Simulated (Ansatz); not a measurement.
Isolated molecules relaxed with PBE0-D4/def2-TZVP in Ansatz; ΔE leaves out vibrations. CCSD(T)/CBS is the MP2 limit (def2-TZVPP, def2-QZVPP) plus CCSD(T) − MP2 in def2-TZVPP, frozen cores. For Ga, Zn outer-core shells are correlated without core-valence functions, which leaves a few kJ/mol of doubt a bond. Scalar relativity is left out up to krypton. Each species was taken in one conformer, which may not be the lowest.

Consider the cleavage of the P–Zn bond: `[CH3][Zn][PH2]` + `[PH2][GaH2]` → `P[PH][GaH2]` + `[CH3][ZnH]`.

| species | CCSD(T)/CBS(def2) energy (Eh) |
| --- | --- |
| `[CH3][Zn][PH2]` | -2160.38077 |
| `[PH2][GaH2]` | -2267.26620 |
| `P[PH][GaH2]` | -2608.80809 |
| `[CH3][ZnH]` | -1818.81862 |

Task: Work out ΔE.

Result: ΔE = (-2608.80809) + (-1818.81862) − (-2160.38077) − (-2267.26620) = 0.02026 Eh = +12.7 kcal/mol.

Largest T1 diagnostic among the species: 0.014.

The D4 term adds −2.5 kcal/mol with B3LYP and −1.2 kcal/mol with PBE0; it sums over pairs of atoms, weighted by their polarisabilities, and B3LYP, whose exchange is more repulsive, gets the larger term. From r2SCAN to r2SCAN0 (25 % exact exchange), in def2-TZVPP and without D4, ΔE moves by +0.8 kcal/mol.

B3LYP here is the variant with VWN-RPA as its local correlation; programs differ in this.
